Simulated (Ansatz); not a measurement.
`[CH3][SbH][C](C)=O`, charge 0, multiplicity 1.

Task: Give a relaxed structure at PBE0-D4/def2-TZVP (Ansatz 0.2.0). (Estimate.)

Result: Ansatz gave: 
Z-matrix (Å, degrees):
```
C
Sb 1 2.148
H 1 1.089 2 110.2
H 1 1.091 2 107.4 3 120.5
H 1 1.089 2 109.4 3 -120.4
C 2 2.239 1 92.3 3 -123.3
H 2 1.713 1 95.6 3 -33.4
O 6 1.198 2 120.3 1 -15.2
C 6 1.501 2 116.5 1 166.6
H 9 1.091 6 110.8 2 -176.7
H 9 1.093 6 109.8 2 -54.5
H 9 1.094 6 108.9 2 62.3
```
This is one stationary point; other conformers may exist.
